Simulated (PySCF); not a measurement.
**Stretching ZnO**

Set-up: PySCF, no relativity, basis sets Zn def2-SVPD, O def2-SVPD. Energies in eV from Zn + O in their ground configurations at the same level. State: ³Π (triplet), unpaired electrons σ ↑, π ↑.

All columns are UHF. A positive dipole means Zn(−)O(+).

```json
{"R (Å)": "1.612", "E (eV)": "0.260", "μ (D)": "-2.06", "Mulliken charge on Zn (basis-dependent)": "0.76", "HOMO (eV)": "-8.38", "LUMO (eV)": "0.35", "Mayer bond order": "0.38", "⟨S²⟩": "2.01"}
{"R (Å)": "1.687", "E (eV)": "-0.247", "μ (D)": "-2.39", "Mulliken charge on Zn (basis-dependent)": "0.74", "HOMO (eV)": "-8.49", "LUMO (eV)": "0.24", "Mayer bond order": "0.43", "⟨S²⟩": "2.01"}
{"R (Å)": "1.762", "E (eV)": "-0.523", "μ (D)": "-2.72", "Mulliken charge on Zn (basis-dependent)": "0.73", "HOMO (eV)": "-8.61", "LUMO (eV)": "0.13", "Mayer bond order": "0.46", "⟨S²⟩": "2.01"}
{"R (Å)": "1.818", "E (eV)": "-0.621", "μ (D)": "-2.97", "Mulliken charge on Zn (basis-dependent)": "0.72", "HOMO (eV)": "-8.69", "LUMO (eV)": "0.06", "Mayer bond order": "0.47", "⟨S²⟩": "2.02"}
{"R (Å)": "1.874", "E (eV)": "-0.652", "μ (D)": "-3.20", "Mulliken charge on Zn (basis-dependent)": "0.71", "HOMO (eV)": "-8.78", "LUMO (eV)": "-0.02", "Mayer bond order": "0.48", "⟨S²⟩": "2.02"}
{"R (Å)": "1.930", "E (eV)": "-0.631", "μ (D)": "-3.43", "Mulliken charge on Zn (basis-dependent)": "0.70", "HOMO (eV)": "-8.86", "LUMO (eV)": "-0.09", "Mayer bond order": "0.48", "⟨S²⟩": "2.02"}
{"R (Å)": "2.005", "E (eV)": "-0.548", "μ (D)": "-3.69", "Mulliken charge on Zn (basis-dependent)": "0.69", "HOMO (eV)": "-8.96", "LUMO (eV)": "-0.18", "Mayer bond order": "0.49", "⟨S²⟩": "2.03"}
{"R (Å)": "2.099", "E (eV)": "-0.391", "μ (D)": "-3.86", "Mulliken charge on Zn (basis-dependent)": "0.66", "HOMO (eV)": "-9.05", "LUMO (eV)": "-0.25", "Mayer bond order": "0.51", "⟨S²⟩": "2.05"}
{"R (Å)": "2.211", "E (eV)": "-0.186", "μ (D)": "-3.45", "Mulliken charge on Zn (basis-dependent)": "0.56", "HOMO (eV)": "-8.96", "LUMO (eV)": "-0.17", "Mayer bond order": "0.55", "⟨S²⟩": "2.10"}
{"R (Å)": "2.361", "E (eV)": "-0.019", "μ (D)": "-1.83", "Mulliken charge on Zn (basis-dependent)": "0.31", "HOMO (eV)": "-8.45", "LUMO (eV)": "0.23", "Mayer bond order": "0.47", "⟨S²⟩": "2.15"}
```

A fit through these points gives, at Re = 1.876 Å, μ = -3.22 D and dμ/dR = -4.12 D/Å; the reduced mass is 12.79 u.

Problem. How strong is the fundamental in the double-harmonic approximation, I = 42.26·(dμ/dR)²/μred km/mol?

Solution. I = 42.26·(-4.12)²/12.79 = 56.1 km/mol at UHF.

⟨S²⟩ of the unrestricted solution departs from its pure value on part of the curve, where spin states mix. Hartree–Fock leaves out correlation, which carries a large part of most bond energies and some tenths to 1 eV of ionisation energies. The state is the lowest determinant that a PBE0 search found; another state may lie lower at other levels.
